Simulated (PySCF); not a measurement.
A geometry optimisation, step by step.

Species: [SbCl6]- (charge -1).
Bonds: Sb1–Cl2, Sb1–Cl3, Sb1–Cl4, Sb1–Cl5, Sb1–Cl6, Sb1–Cl7.

Computed by this run: PBE0-D3(BJ)/def2-SVP geometry optimisation, gas phase, def2 core potentials past Kr in PySCF 2.14.0; density fitting, grid level 1; the optimiser is geomeTRIC in internal coordinates, started from a GFN2-xTB structure with every atom displaced at random (about 0.03 Å). The frame can shift and turn from step to step; on so coarse a grid that alone can change the energy by a few meV, and forces under 0.02 eV/Å are noise.

Step 0: E = -81632.9959 eV, largest atomic force 2.112 eV/Å
```
atom  x, y, z in Å  |  force x, y, z in eV/Å
Sb1     0.062   -0.080    0.014   -0.698   1.883  -0.655
Cl2    -0.039   -0.022    2.414    0.144  -0.086  -0.158
Cl3    -0.039    0.006   -2.445    0.246  -0.121   0.648
Cl4     2.519    0.016    0.010   -0.782  -0.118   0.007
Cl5    -2.428   -0.025   -0.053    0.825  -0.121   0.112
Cl6    -0.019    2.431    0.002    0.153  -0.980   0.037
Cl7     0.035   -2.428   -0.010    0.113  -0.457   0.008
```

Step 1: E = -81633.1805 eV, largest atomic force 0.589 eV/Å
```
atom  x, y, z in Å  |  force x, y, z in eV/Å
Sb1     0.032   -0.040    0.002   -0.396   0.399  -0.175
Cl2    -0.029   -0.013    2.389    0.072  -0.082   0.137
Cl3    -0.006    0.015   -2.391    0.107  -0.101  -0.135
Cl4     2.410    0.036   -0.010    0.239  -0.125   0.046
Cl5    -2.368   -0.034   -0.050   -0.068  -0.058   0.079
Cl6     0.014    2.359    0.004   -0.016   0.106   0.035
Cl7     0.039   -2.424   -0.012    0.060  -0.140   0.013
```

Step 2: E = -81633.1858 eV, largest atomic force 0.166 eV/Å
```
atom  x, y, z in Å  |  force x, y, z in eV/Å
Sb1     0.021   -0.015   -0.007   -0.126   0.016  -0.044
Cl2    -0.003   -0.019    2.391    0.001  -0.009   0.022
Cl3     0.007    0.009   -2.407    0.076  -0.024  -0.018
Cl4     2.414   -0.041    0.004    0.073   0.149  -0.009
Cl5    -2.377   -0.005   -0.049   -0.057  -0.131   0.062
Cl6    -0.052    2.383    0.009    0.155   0.029   0.003
Cl7     0.082   -2.413   -0.009   -0.122  -0.031  -0.016
```

Step 3: E = -81633.1931 eV, largest atomic force 0.208 eV/Å
```
atom  x, y, z in Å  |  force x, y, z in eV/Å
Sb1     0.004   -0.006   -0.013    0.167  -0.119   0.032
Cl2    -0.011   -0.032    2.394   -0.005   0.029  -0.094
Cl3     0.026   -0.009   -2.421   -0.022   0.033   0.123
Cl4     2.416    0.021   -0.004   -0.136  -0.024   0.008
Cl5    -2.399   -0.059   -0.032    0.081   0.078  -0.007
Cl6     0.020    2.399    0.016   -0.092  -0.102  -0.034
Cl7     0.036   -2.416   -0.009    0.007   0.103  -0.028
```

Step 4: E = -81633.2000 eV, largest atomic force under 0.02 eV/Å
```
atom  x, y, z in Å  |  force x, y, z in eV/Å
Sb1     0.013   -0.015   -0.009    0.005  -0.009  -0.002
Cl2    -0.012   -0.026    2.390    0.017  -0.001   0.005
Cl3     0.024   -0.001   -2.408    0.006  -0.004  -0.011
Cl4     2.414    0.010   -0.003   -0.005  -0.003   0.018
Cl5    -2.386   -0.041   -0.032   -0.006   0.003   0.006
Cl6    -0.004    2.384    0.008   -0.013   0.011  -0.006
Cl7     0.043   -2.415   -0.014   -0.004   0.002  -0.010
```

Step 5: E = -81633.1999 eV, largest atomic force 0.029 eV/Å
```
atom  x, y, z in Å  |  force x, y, z in eV/Å
Sb1     0.013   -0.015   -0.010   -0.001   0.006   0.005
Cl2     0.003   -0.026    2.389   -0.026  -0.003   0.007
Cl3     0.019   -0.002   -2.410    0.029  -0.003  -0.001
Cl4     2.412    0.010    0.013    0.010  -0.001  -0.025
Cl5    -2.387   -0.040   -0.037    0.000  -0.001   0.028
Cl6    -0.009    2.385    0.005   -0.007   0.003  -0.006
Cl7     0.041   -2.415   -0.018   -0.005  -0.001  -0.007
```

Step 6: E = -81633.2003 eV, largest atomic force under 0.02 eV/Å
```
atom  x, y, z in Å  |  force x, y, z in eV/Å
Sb1     0.013   -0.015   -0.010   -0.004   0.005   0.001
Cl2    -0.003   -0.026    2.390   -0.007  -0.002   0.004
Cl3     0.024   -0.002   -2.410    0.013  -0.003   0.000
Cl4     2.412    0.010    0.007    0.007   0.001  -0.006
Cl5    -2.387   -0.039   -0.032    0.001  -0.002   0.013
Cl6    -0.010    2.385    0.005   -0.004   0.001  -0.004
Cl7     0.041   -2.415   -0.018   -0.005  -0.001  -0.006
```

Question: Summarise the path.

Answer: The energy falls by 19.72 kJ/mol from step 0 to step 6; nine tenths of that is first reached at step 1. It never rises by more than 0.2 meV. The largest force goes from 2.112 to under 0.02 eV/Å. Among the bonds Sb1–Cl6 changes most, from 2.512 to 2.400 Å; the atoms move by 0.066 Å rms after alignment.

Question: Follow the three bonds and two angles with the largest change from start to end.

Answer: 
```tsv
step	E above end (kJ/mol)	largest force (eV/Å)	Sb1–Cl6 (Å)	Sb1–Cl5 (Å)	Sb1–Cl3 (Å)	Cl2–Sb1–Cl3 (°)	Cl4–Sb1–Cl5 (°)
0	19.72	2.112	2.512	2.492	2.462	174.2	176.1
1	1.90	0.589	2.400	2.401	2.394	176.9	177.5
2	1.40	0.166	2.399	2.398	2.400	179.0	179.2
3	0.69	0.208	2.406	2.404	2.408	179.3	179.4
4	0.02	under 0.02	2.399	2.400	2.399	179.6	179.6
5	0.04	0.029	2.400	2.400	2.400	179.9	179.9
6	0.00	under 0.02	2.400	2.400	2.400	179.9	179.9
```

What follows is the cost of the whole optimisation. Time: 84 s; peak memory 0.59 GiB. Hardware: one thread, Arm Neoverse V1 (aarch64), no GPU, shared host with 64 logical CPUs at a one-minute load of 25.
